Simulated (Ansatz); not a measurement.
**Question.** Predict a relaxed structure of As6P2 (the lowest singlet isomer of a short search), charge 0, singlet, at PBE-D4/def2-SVP (Ansatz).

**Answer.** 
Cartesian coordinates in Å:
```
P -1.340 0.235 1.338
P 0.783 -1.945 -0.257
As 0.854 2.401 -0.849
As -0.547 -0.917 -1.886
As -1.290 1.230 -0.792
As -1.570 -1.925 0.161
As 0.896 -0.450 1.627
As 2.213 1.371 0.659
```
 This is one stationary point.

The restricted singlet is unstable towards broken spin symmetry in Hartree–Fock (as tested in another run); at PBE-D4/def2-SVP this wasn't settled. The structure comes from a short search, and lower isomers may exist.
